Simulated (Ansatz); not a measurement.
Basis-set extrapolation for C₂H₇BS, SMILES `CCBS` (PBE0-D4/def2-TZVP geometry, frozen core, Ansatz 0.2.0). Multiplicity 1, RHF reference.

```tsv
	cc-pV(T+d)Z	cc-pV(Q+d)Z
HF	-502.111404	-502.121444
MP2 correlation	-0.635558	-0.678863
CCSD(T) correlation	-0.717148	-0.755669
```

Energies in hartree. Use E(X) = E(∞) + A·exp(−5.46·√X) for Hartree–Fock and E(X) = E(∞) + B·X^(−3.05) for correlation, with X = 3 and 4.

Question: What is the CCSD(T) energy at the basis-set limit?

Answer: HF limit: -502.121444 + (-0.010040) × 0.30130 = -502.12447. Correlation limit: -0.755669 + (-0.038521) × 0.71189 = -0.78309. Total: -502.90756 hartree, 2.15 eV below CCSD(T)/cc-pV(T+d)Z.
